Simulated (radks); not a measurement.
Task: All-electron atom: Dy II in [Xe] 4f10 6s1. Method: Dirac Kohn-Sham, SOGGA, spin-unpolarised, spherical densities, point nucleus; open shells are shared between the two j in proportion to 2j + 1; computed with a radial shooting solver on a logarithmic mesh with Libxc functionals. Some entries of the table are withheld. Estimate them.

orbital,occ.,eigenvalue (eV),<1/r> (bohr^-1),r(max) (bohr)
1s1/2,2,-53587.15,74.57,0.01337
2s1/2,2,-8924.141,17.86,0.07623
2p1/2,2,-8487.950,17.83,0.05741
2p3/2,4,-7688.175,15.62,0.06343
3s1/2,2,-1991.023,6.523,0.2157
3p1/2,2,-1800.789,6.439,0.2031
3p3/2,4,-1634.717,5.875,0.2158
3d3/2,4,(1),5.757,0.1708
3d5/2,6,(2),5.618,0.1744
4s1/2,2,-398.6397,2.728,0.4945
4p1/2,2,-323.6337,2.620,0.4977
4p3/2,4,-286.4650,2.425,0.5247
4d3/2,4,-162.9746,2.204,0.5298
4d5/2,6,-156.2458,2.156,0.5386
5s1/2,2,-55.2795,1.024,1.159
5p1/2,2,(3),0.8969,1.267
5p3/2,4,(4),0.8276,1.351
4f5/2,4.28571,-9.9658,1.568,0.5362
4f7/2,5.71429,-9.0870,1.542,0.5416
6s1/2,1,-8.7026,0.3380,3.244
5d3/2,0,-6.9231,0.4801,1.969
5d5/2,0,-6.6561,0.4646,2.028
6p1/2,0,-5.5654,0.2672,4.034
6p3/2,0,-5.1851,0.2525,4.275

Result: 
(1) 3d3/2 eigenvalue (eV): -1307.696
(2) 3d5/2 eigenvalue (eV): -1271.423
(3) 5p1/2 eigenvalue (eV): -35.1137
(4) 5p3/2 eigenvalue (eV): -30.4050
